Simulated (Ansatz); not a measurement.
Stepwise reaction of `C[N](C)[Sn][N](C)C` with hydrogen chloride, as a gas-phase model of exchange steps in deposition or etching. ΔE in kJ/mol.

Isolated molecules relaxed with PBE0-D4/def2-TZVP in Ansatz; ΔE leaves out vibrations. CBS: MP2 limit from def2 TZ/QZ plus the TZ coupled-cluster correction, frozen cores. This one scheme is used for every species. Functionals use def2-TZVPP. B3LYP here is the variant with VWN-RPA as its local correlation; programs differ in this. def2 core potentials past Kr. For Sn outer-core shells are correlated without core-valence functions, which leaves a few kJ/mol of doubt a bond. One conformer a species, not always the lowest.

```json
{"step": "2", "reaction": "`C[N](C)[Sn][Cl]` + HCl → `[Cl][Sn][Cl]` + `CNC`", "PBE-D4": "-75.1", "B3LYP-D4": "-79.9", "ωB97M-V": "-82.8", "CCSD(T)/CBS": "-71.2"}
```

Q: Give the row of step 1, `C[N](C)[Sn][N](C)C` + HCl → `C[N](C)[Sn][Cl]` + `CNC`. (An estimate is asked.)

A: Computed: 
```tsv
step	reaction	PBE-D4	B3LYP-D4	ωB97M-V	CCSD(T)/CBS
1	`C[N](C)[Sn][N](C)C` + HCl → `C[N](C)[Sn][Cl]` + `CNC`	-119.8	-123.6	-124.1	-117.3
```

Q: By hand: ΔE of the 2 steps together at CCSD(T)/CBS.

A: (-117.3) + (-71.2) = -188.5 kJ/mol, or -94.2 kJ/mol a step.

In ΔE each step is higher than the one before. All are downhill at CCSD(T)/CBS. PBE-D4 differs from CCSD(T)/CBS by -3.9 to -2.5 kJ/mol a step. Isolated molecules leave out the surface, adducts and barriers. Largest T1 diagnostic: 0.017.
